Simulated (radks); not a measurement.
Results of a calculation; reference values are marked as such.
Task: The mean radii <r> (bohr) of the occupied orbitals of an atom or ion are listed with their occupations. Code: a radial shooting solver on a logarithmic mesh with Libxc functionals. Model: Dirac Kohn-Sham, LB94 model potential, spin-unpolarised, spherical densities, finite nucleus; Fermi nuclear charge, rms radius of each element as measured or else 0.836 A^(1/3) + 0.57 fm.

orbital  occ.      <r>
1s1/2       2  0.01833
2s1/2       2  0.07682
2p1/2       2  0.06350
2p3/2       4  0.07146
3s1/2       2   0.2003
3p1/2       2   0.1902
3p3/2       4   0.2049
3d3/2       4   0.1792
3d5/2       6   0.1837
4s1/2       2   0.4500
4p1/2       2   0.4549
4p3/2       4   0.4886
4d3/2       4   0.5050
4d5/2       6   0.5165
5s1/2       2    1.049
5p1/2       2    1.142
5p3/2       4    1.232
4f5/2       6   0.5935
4f7/2       8   0.6023
5d3/2       1    1.556

Name the element and its charge. Open shells, if any, fill j = l - 1/2 first.

Result: Z = 74, tungsten, charge +5: W5+ in [Xe] 4f14 5d1. The 1s radius gives Z: for a bare nucleus <r> = (2 gamma + 1)/(2Z) with gamma = sqrt(1 - (Z/c)^2), 0.01813 bohr for Z = 74, and screening makes it slightly larger (0.01833 here). The occupations add up to 69, and the charge is Z minus that.
